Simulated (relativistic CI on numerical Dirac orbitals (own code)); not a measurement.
**Slater and spin-orbit integrals, Au39+**

Computed by Dirac-Coulomb-Breit CI, separate exchange-only KLI orbitals for each configuration, QED by a radiative potential, unscaled Slater integrals (own radial code, finite nucleus).

Slater integrals F^k, G^k are unscaled and averaged over j, outside the closed core [Ar] 3d10; ζ comes from projecting the Hamiltonian with its Breit term on Σ l·s of the shell.

- 4s²4p⁶4d⁴: F^2(4d,4d) = 259480, F^4(4d,4d) = 176780, ζ(4d) = 83508 cm⁻¹; <r>(4d) = 0.3862, <r^2>(4d) = 0.1705 (bohr units).
- 4s²4p⁶4d³4f: F^2(4d,4d) = 259320, F^4(4d,4d) = 176660, ζ(4d) = 83418, F^2(4d,4f) = 261510, F^4(4d,4f) = 170100, G^1(4d,4f) = 263340, G^3(4d,4f) = 183580, G^5(4d,4f) = 135520, ζ(4f) = 15353 cm⁻¹; <r>(4d) = 0.3865, <r^2>(4d) = 0.1708, <r>(4f) = 0.3601, <r^2>(4f) = 0.1467 (bohr units).
- 4s²4p⁵4d⁵: ζ(4p) = 673700, F^2(4d,4d) = 259420, F^4(4d,4d) = 176730, F^2(4p,4d) = 260130, G^1(4p,4d) = 322030, G^3(4p,4d) = 206470, ζ(4d) = 83206 cm⁻¹; <r>(4p) = 0.3853, <r^2>(4p) = 0.1682, <r>(4d) = 0.3862, <r^2>(4d) = 0.1706 (bohr units).

Problem. Give the Racah parameters of the d shell in 4s²4p⁶4d⁴.

Solution. B = F²/49 − 5F⁴/441 = 3291 cm⁻¹ and C = 35F⁴/441 = 14030 cm⁻¹.

Averages of the first 10 configurations, taken without configuration mixing, which lowers the lowest level and can move excited configurations by several eV; other configurations of the list can lie among them:

| Configuration | Parity | States | Average energy above the lowest level (eV) |
| --- | --- | --- | --- |
| 4s²4p⁶4d⁴ | even | 210 | 66.0 |
| 4s²4p⁶4d³4f | odd | 1680 | 299.3 |
| 4s²4p⁵4d⁵ | odd | 1512 | 311.6 |
| 4s4p⁶4d⁵ | even | 504 | 520.7 |
| 4s4p⁶4d⁴4f | odd | 5880 | 751.6 |
| 4s²4p⁶4d³5s | even | 240 | 625.8 |
| 4s²4p⁶4d³5d | even | 1200 | 824.0 |
| 4s²4p⁶4d³5g | even | 2160 | 997.2 |
| 4p⁶4d⁶ | even | 210 | 980.3 |
| 4p⁵4d⁷ | odd | 720 | 1222.4 |
